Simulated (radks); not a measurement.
Values are calculated unless marked as measured or tabulated.
Spherical jellium clusters: N electrons in a uniform positive sphere of charge N and radius rs N^(1/3), rs = 4.34 bohr. Level of theory: non-relativistic Kohn-Sham, LDA (Slater exchange, Perdew-Wang correlation), spin-polarised, spherical densities (a radial shooting solver with Libxc functionals). Levels are named by radial order and angular momentum (1s, 1p, 1d, 2s, ...), and open shells are averaged over m.

N = 22, configuration 1s2 1p6 1d10 2s2 1f(up 2, down 0). This is the lowest configuration that the search found. Occupied and some empty levels:

level,occupation,eigenvalue (eV),<r> (bohr)
1s up,1,-4.6428,7.802
1s down,1,-4.5674,7.651
1p up,3,-4.0668,8.969
1p down,3,-3.9672,8.901
1d up,5,-3.2937,9.819
1d down,5,-3.1818,9.800
2s up,1,-2.7609,7.839
2s down,1,-2.7096,7.919
1f up,2,-2.3664,10.58
1f down,0,-2.2507,10.59
2p up,0,-1.7136,9.686
2p down,0,-1.6591,9.731
1g up,0,-1.3251,11.37
1g down,0,-1.2131,11.43
2d up,0,-0.76055,12.11
2d down,0,-0.70764,12.24

Energy (eV): total -41.0612, kinetic 32.916, external -1286.2, Hartree 637.39, exchange-correlation -74.938, background 649.81.

Electron density:

r (bohr),n(r) (e/bohr^3)
0.873,0.004018
2.33,0.003492
3.79,0.002911
5.25,0.002742
6.71,0.003056
8.16,0.003364
9.62,0.002983
11.1,0.001865
12.5,0.0007840
14.0,0.0002473
15.5,0.00006663
16.9,0.00001661
18.4,3.911e-06
